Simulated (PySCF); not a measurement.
Input for PySCF:
```python
from pyscf import gto, scf, dft

mol = gto.Mole()
mol.atom = '''
    Ge   -0.00000000   -0.00000000   -0.40135630
    F     0.00000000    0.00000000    1.42704462
'''
mol.basis = 'def2-svp'
mol.spin = 1
mol.verbose = 4
mol.build()

mf = dft.UKS(mol)
mf.xc = 'r2scan'
mf.grids.atom_grid = (99, 590)
mf.grids.prune = None
mf.kernel()
```

### Question
What does this run give for the HOMO energy, <S^2>, nuclear repulsion energy, dipole moment?

### Answer

```
Item                          Result
------------------------  ----------
HOMO energy                 -4.31 eV
<S^2>                          0.755
nuclear repulsion energy  83.3532 Eh
dipole moment                 2.01 D
```

These values belong to the state on which the SCF converged, which isn't shown to be the lowest.
